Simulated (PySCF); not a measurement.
C3H6F2Si, SMILES C=CC[SiH](F)F.

Geometry: B3LYP-D3(BJ)/def2-SVP. The values are those of a single conformer.

Computed with SMD-M06-2X/6-31G* (PySCF).

Solvation free energies are E(SMD) − E(gas) at the gas-phase geometry, for 1 M in both phases. In vacuum the dipole moment is 1.97 D.

```csv
solvent,ΔG(solv) (kcal/mol),its non-electrostatic (CDS) part,dipole (D)
water,0.0,4.6,2.27
1-octanol,-3.2,0.7,2.24
diethylether,?,?,?
```

Problem. Fill in the missing entries. (An estimate is asked for; the answer gives what the named calculation found.)

Solution. 
- diethylether, ΔG(solv) (kcal/mol): -3.7
- diethylether, its non-electrostatic (CDS) part: -0.6
- diethylether, dipole (D): 2.19
